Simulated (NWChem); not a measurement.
System: C$_{2}$H$_{3}$F$_{3}$O; SMILES FC(F)(F)OC

NWChem input:

```
start job
memory heap 200 mb stack 900 mb global 1100 mb
geometry units angstroms noautosym nocenter noautoz
  C      0.026243     1.945063     0.000000
  O      0.769036     0.720931     0.000000
  C      0.035356    -0.409814     0.000000
  F     -0.773471    -0.506238    -1.088095
  F      0.872596    -1.450272     0.000000
  F     -0.773471    -0.506238     1.088095
  H     -0.608613     2.022857     0.906486
  H     -0.608613     2.022857    -0.906486
  H      0.774055     2.757229     0.000000
end
basis spherical
  C library 6-31g*
  O library 6-31g*
  F library 6-31g*
  H library 6-31g*
end
dft
  xc m05-2x
  iterations 150
end
cosmo
  do_cosmo_smd true
  solvent ethanol
end
task dft energy
```

Output (shortened):

```
             Northwest Computational Chemistry Package (NWChem) 7.3.0
             --------------------------------------------------------

                             Geometry "geometry" -> ""
                             -------------------------

 Output coordinates in angstroms (scale by  1.889725989 to convert to a.u.)

  No.       Tag          Charge          X              Y              Z
 ---- ---------------- ---------- -------------- -------------- --------------
    1 C                    6.0000     0.02624300     1.94506300     0.00000000
    2 O                    8.0000     0.76903600     0.72093100     0.00000000
    3 C                    6.0000     0.03535600    -0.40981400     0.00000000
    4 F                    9.0000    -0.77347100    -0.50623800    -1.08809500
    5 F                    9.0000     0.87259600    -1.45027200     0.00000000
    6 F                    9.0000    -0.77347100    -0.50623800     1.08809500
    7 H                    1.0000    -0.60861300     2.02285700     0.90648600
    8 H                    1.0000    -0.60861300     2.02285700    -0.90648600
    9 H                    1.0000     0.77405500     2.75722900     0.00000000

 Effective nuclear repulsion energy (a.u.)     278.7137804518

                                 NWChem DFT Module
                                 -----------------

 Summary of "ao basis" -> "ao basis" (spherical)
 ------------------------------------------------------------------------------
       Tag                 Description            Shells   Functions and Types
 ---------------- ------------------------------  ------  ---------------------
 C                           6-31g*                  6       14   3s2p1d
 O                           6-31g*                  6       14   3s2p1d
 F                           6-31g*                  6       14   3s2p1d
 H                           6-31g*                  2        2   2s

 in cosmo_initialize ...
 calling solv_data for solv:ethanol

 solvent parameters
 solvname_short: ethanol
 solvname_long:  ethanol
 dielec:       24.8520
 dielecinf:     1.8526
 nonaqueous SMD model solvent descriptors
 dielec:       24.8520
 sola:          0.3700
 solb:          0.4800
 solc:          0.0000
 solg:         31.6200
 solh:          0.0000
 soln:          1.3611

          ---------------
          -cosmo- solvent
          ---------------
 Cosmo: York-Karplus, doi: 10.1021/jp992097l
 dielectric constant -eps-     =  24.85
 screen = (eps-1)/(eps    )    =   0.95976
 surface charge correction     = lagrangian

   van der Waals surface
 --------------------------

 ---------- ATOMIC COORDINATES (A.U.) ------------ VDWR(ANG.) --
     1    0.04959208    3.67563610    0.00000000     1.850
     2    1.45326732    1.36236205    0.00000000     1.628
     3    0.06681315   -0.77443617    0.00000000     1.850
     4   -1.46164825   -0.95665111   -2.05620140     1.730
     5    1.64896734   -2.74061669    0.00000000     1.730
     6   -1.46164825   -0.95665111    2.05620140     1.730
     7   -1.15011180    3.82264544    1.71301015     1.200
     8   -1.15011180    3.82264544   -1.71301015     1.200
     9    1.46275185    5.21040730    0.00000000     1.200
 number of segments per atom =        128
 number of   points per atom =        128
 atom (   nspa,  nppa )
 ----------------------
    1 (     60,     0 )       0
    2 (     42,     0 )       0
    3 (      8,     0 )       0
    4 (     74,     0 )       0
    5 (     80,     0 )       0
    6 (     74,     0 )       0
    7 (     50,     0 )       0
    8 (     50,     0 )       0
    9 (     56,     0 )       0
 number of -cosmo- surface points =      494
 molecular surface =    109.980 angstrom**2
 molecular volume  =     85.165 angstrom**3
 -lineq- algorithm             =   0
 -bem- low  level              =   3
 -bem- from -octahedral-
 gaussian surface charge width =   4.50000
 degree of switching           =   1.00000
 switching function tolerance  =   0.00010
 atomic radii =
 --------------
    1  6.000  1.850
    2  8.000  1.628
    3  6.000  1.850
    4  9.000  1.730
    5  9.000  1.730
    6  9.000  1.730
    7  1.000  1.200
    8  1.000  1.200
    9  1.000  1.200
 ...... end of -cosmo- initialization ......

 nat:                     9
 ixmem:                  4523
 calling mnsol_interface()
 G(SMD-CDS) energy (kcal/mol)  =     2.010
 SMD-CDS SASA (angstrom**2)    =   128.660

            General Information
            -------------------
          SCF calculation type: DFT
          Wavefunction type:  closed shell.
          No. of atoms     :     9
          No. of electrons :    50
           Alpha electrons :    25
            Beta electrons :    25
          Charge           :     0
          Spin multiplicity:     1
          Use of symmetry is: off; symmetry adaption is: off
          Maximum number of iterations: 150
          AO basis - number of functions:    90
                     number of shells:    42
          Convergence on energy requested:  1.00D-06
          Convergence on density requested:  1.00D-05
          Convergence on gradient requested:  5.00D-04

              XC Information
              --------------
                       M05-2X Method XC Functional
                     Hartree-Fock (Exact) Exchange  0.560
                M05-2X metaGGA Exchange Functional  0.440
                      M05-2X Correlation Potential  1.000

             Grid Information
             ----------------
          Grid used for XC integration:  medium
          Radial quadrature: Mura-Knowles
          Angular quadrature: Lebedev.
          Tag              B.-S. Rad. Rad. Pts. Rad. Cut. Ang. Pts.
          ---              ---------- --------- --------- ---------
          C                   0.70       49           9.0       434
          O                   0.60       49           7.0       434
          F                   0.50       49          11.0       434
          H                   0.35       45           9.0       434
          Grid pruning is: on
          Number of quadrature shells:   429
          Spatial weights used:  Erf1

      Superposition of Atomic Density Guess
      -------------------------------------

 Sum of atomic energies:        -449.68655421

      Non-variational initial energy
      ------------------------------

 Total energy =    -451.722349
 1-e energy   =   -1178.743712
 2-e energy   =     448.307583
 HOMO         =      -0.370777
 LUMO         =       0.177956

   convergence    iter        energy       DeltaE   RMS-Dens  Diis-err
 ---------------- ----- ----------------- --------- --------- ---------
     COSMO gas phase
 d= 0,ls=0.0,diis     1   -452.5258155342 -7.31D+02  1.35D-02  1.81D+00
 d= 0,ls=0.0,diis     2   -452.5436199297 -1.78D-02  6.32D-03  2.13D+00
 d= 0,ls=0.0,diis     3   -452.7189110838 -1.75D-01  7.49D-04  1.29D-02
 d= 0,ls=0.0,diis     4   -452.7198664627 -9.55D-04  2.18D-04  1.63D-03
 d= 0,ls=0.0,diis     5   -452.7200058950 -1.39D-04  5.78D-05  7.23D-05
  Resetting Diis
 d= 0,ls=0.0,diis     6   -452.7200116801 -5.79D-06  2.16D-05  1.31D-05
 d= 0,ls=0.0,diis     7   -452.7200129234 -1.24D-06  5.25D-06  2.05D-07
 d= 0,ls=0.0,diis     8   -452.7200129340 -1.06D-08  2.27D-06  1.84D-07

   convergence    iter        energy       DeltaE   RMS-Dens  Diis-err
 ---------------- ----- ----------------- --------- --------- ---------
     COSMO solvation phase
 d= 0,ls=0.0,diis     1   -452.7221098203 -2.10D-03  8.77D-04  2.22D-03
 d= 0,ls=0.0,diis     2   -452.7226924175 -5.83D-04  2.27D-04  3.47D-04
 d= 0,ls=0.0,diis     3   -452.7227241921 -3.18D-05  9.85D-05  1.74D-04
 d= 0,ls=0.0,diis     4   -452.7227411459 -1.70D-05  2.90D-05  6.07D-06
 d= 0,ls=0.0,diis     5   -452.7227419164 -7.71D-07  5.98D-06  4.79D-07

         Total DFT energy =     -452.722741916424
      One electron energy =    -1179.999891958802
           Coulomb energy =      500.308771968700
    Exchange-Corr. energy =      -51.937941244371
 Nuclear repulsion energy =      278.713780451778

             COSMO energy =        0.192538866270

 Numeric. integr. density =       50.000004583940

                                COSMO-SMD solvation results
                                ---------------------------

             internal energy in gas <Psi(g)|H|Psi(g)> =      -452.720012934012
         internal energy in solvent <Psi(s)|H|Psi(s)> =      -452.719284834074
                               delta internal energy  =         0.000728099937 (    0.46 kcal/mol)
   total free energy in solvent <Psi(s)|H+V/2|Psi(s)> =      -452.725944683767
 polarization energy contribution <Psi(s)|V/2|Psi(s)> =        -0.006659849693 (   -4.18 kcal/mol)
    total free energy in solvent including G(SMD-CDS) =      -452.722741916424
                       G(SMD-CDS) energy contribution =         0.003202767343 (    2.01 kcal/mol)
     1 M fixed-concentration free energy of solvation =        -0.002728982413 (   -1.71 kcal/mol)

                       DFT Final Molecular Orbital Analysis
                       ------------------------------------

 Vector   23  Occ=2.000000D+00  E=-5.101033D-01
              MO Center=  3.8D-01,  3.0D-01,  4.1D-07, r^2= 3.4D+00
   Bfn.  Coefficient  Atom+Function         Bfn.  Coefficient  Atom+Function
  ----- ------------  ---------------      ----- ------------  ---------------
    59      0.294887  5 F  px                 4     -0.266127  1 C  py
    17     -0.265065  2 O  px                60      0.233354  5 F  py
    46     -0.216023  4 F  py                74     -0.216024  6 F  py
    63      0.205437  5 F  px                21     -0.174721  2 O  px
    64      0.161846  5 F  py                18      0.160871  2 O  py

 Vector   24  Occ=2.000000D+00  E=-4.407783D-01
              MO Center=  3.5D-01,  1.4D+00, -2.4D-10, r^2= 2.1D+00
   Bfn.  Coefficient  Atom+Function         Bfn.  Coefficient  Atom+Function
  ----- ------------  ---------------      ----- ------------  ---------------
    17      0.395118  2 O  px                 3     -0.341090  1 C  px
    21      0.288600  2 O  px                89     -0.205884  9 H  s
     7     -0.156532  1 C  px                90     -0.152578  9 H  s
    20      0.141359  2 O  s                 32     -0.141194  3 C  py
    85      0.119620  7 H  s                 87      0.119620  8 H  s

 Vector   25  Occ=2.000000D+00  E=-3.968566D-01
              MO Center=  2.5D-01,  1.1D+00,  1.4D-10, r^2= 1.9D+00
   Bfn.  Coefficient  Atom+Function         Bfn.  Coefficient  Atom+Function
  ----- ------------  ---------------      ----- ------------  ---------------
    19      0.521076  2 O  pz                23      0.393173  2 O  pz
     5     -0.270925  1 C  pz                85     -0.169064  7 H  s
    87      0.169064  8 H  s                 86     -0.165082  7 H  s
    88      0.165082  8 H  s                  9     -0.121219  1 C  pz
    45      0.107509  4 F  px                73     -0.107509  6 F  px

 Vector   26  Occ=0.000000D+00  E= 1.743014D-01
              MO Center= -2.4D-02,  1.9D+00, -3.8D-09, r^2= 3.3D+00
   Bfn.  Coefficient  Atom+Function         Bfn.  Coefficient  Atom+Function
  ----- ------------  ---------------      ----- ------------  ---------------
     6      1.355953  1 C  s                 90     -0.955395  9 H  s
     8      0.910704  1 C  py                86     -0.876555  7 H  s
    88     -0.876555  8 H  s                 20      0.662276  2 O  s
    34     -0.552833  3 C  s                  7     -0.456892  1 C  px
     4      0.271588  1 C  py                21     -0.242391  2 O  px

 Vector   27  Occ=0.000000D+00  E= 1.829270D-01
              MO Center=  1.0D-01,  1.5D+00, -5.6D-09, r^2= 3.4D+00
   Bfn.  Coefficient  Atom+Function         Bfn.  Coefficient  Atom+Function
  ----- ------------  ---------------      ----- ------------  ---------------
     6      1.731692  1 C  s                 20     -0.938777  2 O  s
    90     -0.639968  9 H  s                  8     -0.580475  1 C  py
    86     -0.484030  7 H  s                 88     -0.484030  8 H  s
    22     -0.407302  2 O  py                 7      0.405251  1 C  px
    35      0.331211  3 C  px                31      0.307446  3 C  px

 Vector   28  Occ=0.000000D+00  E= 2.098846D-01
              MO Center= -3.4D-01,  1.1D+00,  1.7D-08, r^2= 3.8D+00
   Bfn.  Coefficient  Atom+Function         Bfn.  Coefficient  Atom+Function
  ----- ------------  ---------------      ----- ------------  ---------------
    86      1.178319  7 H  s                 88     -1.178319  8 H  s
     9     -1.066982  1 C  pz                37      0.564515  3 C  pz
    33      0.423748  3 C  pz                 5     -0.307232  1 C  pz
    48      0.308396  4 F  s                 76     -0.308396  6 F  s
    49      0.180875  4 F  px                77     -0.180875  6 F  px

     Multipole analysis of the density
     ---------------------------------

     L   x y z        total         alpha         beta         nuclear
     -   - - -        -----         -----         ----         -------
     0   0 0 0     -0.000000    -25.000000    -25.000000     50.000000

     1   1 0 0     -0.264243     -0.141190     -0.141190      0.018136
     1   0 1 0      1.120696      0.922086      0.922086     -0.723476
     1   0 0 1      0.000000      0.000000      0.000000      0.000000

     2   2 0 0    -25.161741    -54.905823    -54.905823     84.649905
     2   1 1 0     -0.378428     -0.162879     -0.162879     -0.052670
     2   1 0 1      0.000000      0.000000      0.000000      0.000000
     2   0 2 0    -19.946488   -129.950353   -129.950353    239.954219
     2   0 1 1     -0.000000     -0.000000     -0.000000      0.000000
     2   0 0 2    -24.452651    -53.212407    -53.212407     81.972163
```

Level: M05-2X/6-31G* (spherical d), SMD on the gas-phase geometry. Structure relaxed at the PBE-D3(BJ)/def2-SVP level. Solvent: ethanol.
